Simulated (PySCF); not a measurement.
hexafluoropropene (C3F6), singlet, at a GFN2-xTB geometry. Base run: BLYP/6-31G* (PySCF).

Input for PySCF:
```python
from pyscf import gto, scf, dft

mol = gto.Mole()
mol.atom = '''
    F     2.49184748   -0.18829557    0.79842098
    C     1.31418502    0.24683492    0.42467974
    F     1.26067366    1.55824784    0.42112146
    C     0.28229877   -0.52520184    0.08521556
    F     0.37606850   -1.85663792    0.10149667
    C    -1.06436063    0.03101770   -0.34154878
    F    -1.61086992    0.78624932    0.61807922
    F    -0.95447491    0.80748822   -1.42550070
    F    -1.91799358   -0.94215242   -0.62584863
'''
mol.basis = '6-31g*'
mol.verbose = 4
mol.build()

mf = dft.RKS(mol)
mf.xc = 'blyp'
mf.kernel()
```

Each row names what was changed in the base input (with any setting that the change needs).

```json
[
 {"change": "base", "ΔE vs base (mEh)": "0.000", "fitting functions": "-", "dipole (D)": "0.88"},
 {"change": "auxbasis = def2-universal-jkfit", "ΔE vs base (mEh)": "-0.202", "fitting functions": "687", "dipole (D)": "0.88"},
 {"change": "auxbasis = even-tempered beta=3.0", "ΔE vs base (mEh)": "___", "fitting functions": "___", "dipole (D)": "0.88"},
 {"change": "auxbasis = def2-svp-ri", "ΔE vs base (mEh)": "___", "fitting functions": "___", "dipole (D)": "0.88"},
 {"change": "auxbasis = even-tempered beta=2.0", "ΔE vs base (mEh)": "-0.280", "fitting functions": "1110", "dipole (D)": "0.88"},
 {"change": "auxbasis = even-tempered beta=1.6", "ΔE vs base (mEh)": "-0.022", "fitting functions": "1632", "dipole (D)": "0.88"},
 {"change": "auxbasis = autoaux", "ΔE vs base (mEh)": "-0.263", "fitting functions": "1038", "dipole (D)": "0.88"},
 {"change": "auxbasis = def2-universal-jfit", "ΔE vs base (mEh)": "-0.334", "fitting functions": "441", "dipole (D)": "0.88"},
 {"change": "auxbasis = cc-pvtz-jkfit", "ΔE vs base (mEh)": "-0.174", "fitting functions": "711", "dipole (D)": "0.88"},
 {"change": "auxbasis = def2-tzvp-ri", "ΔE vs base (mEh)": "___", "fitting functions": "___", "dipole (D)": "0.88"}
]
```

Problem. Complete the blanks.

Solution. 
- auxbasis = even-tempered beta=3.0, ΔE vs base (mEh): -1.388
- auxbasis = even-tempered beta=3.0, fitting functions: 717
- auxbasis = def2-svp-ri, ΔE vs base (mEh): -34.220
- auxbasis = def2-svp-ri, fitting functions: 432
- auxbasis = def2-tzvp-ri, ΔE vs base (mEh): -0.609
- auxbasis = def2-tzvp-ri, fitting functions: 684

A fitting set is made for a task (jfit for Coulomb, jkfit for Coulomb and exchange, ri for correlation) and for a family of orbital bases.
